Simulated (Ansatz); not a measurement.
```yaml
crystal:
  periodic: [false, false, false]
  atoms:
    - {symbol: C, position_ang: [-1.349155, -0.564555, -0.427663]}
    - {symbol: Ge, position_ang: [0.286816, 0.197231, 0.207650]}
    - {symbol: O, position_ang: [0.878667, -0.654765, 1.648054]}
    - {symbol: O, position_ang: [1.602080, 0.383647, -0.981430]}
    - {symbol: F, position_ang: [-0.043717, 1.901373, 0.684035]}
    - {symbol: H, position_ang: [-2.008497, -0.725541, 0.337732]}
    - {symbol: H, position_ang: [-1.095262, -1.620709, -0.831830]}
    - {symbol: H, position_ang: [-1.720677, -0.007635, -1.155137]}
    - {symbol: H, position_ang: [1.817382, -0.378275, 1.853737]}
    - {symbol: H, position_ang: [1.677727, 1.330728, -1.206290]}
basis:
  gaussian: {orbitals: def2-TZVP, fitting: {mean_field: def2-universal-jkfit}}
hamiltonian: {xc: {name: M06-2X}}
output: {forces: true}
```

```sh
$ ansatz run in.yaml --threads 4 --pin off --events-out ev --progress --plain --max-ram 10444MiB
```

Shortened log:

```
Error: YAML parse error: error: line 16 column 19: hamiltonian.xc: no functional is named "M06-2X"; the names, which are not case-sensitive, are SVWN5, SPW92, PBE, PBE0, PBEsol, revPBE, revPBE0, RPBE, rPW86-PBE, HSE06, wPBEh, LC-wPBE, HISS, HF, BLYP, B3LYP, B3LYP5, BHLYP, CAM-B3LYP, r2SCAN, r2SCANh, r2SCAN0, r2SCAN50, m-r2SCAN, B97, wB97, wB97X, wB97X-V, B97M-V, wB97M-V, B2PLYP, B2GP-PLYP, PBE0-DH, PBE-QIDH
14 | basis:
15 |   gaussian: {orbitals: def2-TZVP, fitting: {mean_field: def2-universal-jkfit}}
16 | hamiltonian: {xc: {name: M06-2X}}
17 | output: {forces: true}
```

(1) What is wrong with this run?

Results:

(1) The method's name isn't one that the program takes here. The input was rejected before any iteration.

HSE06 is defined as in plane-wave codes.
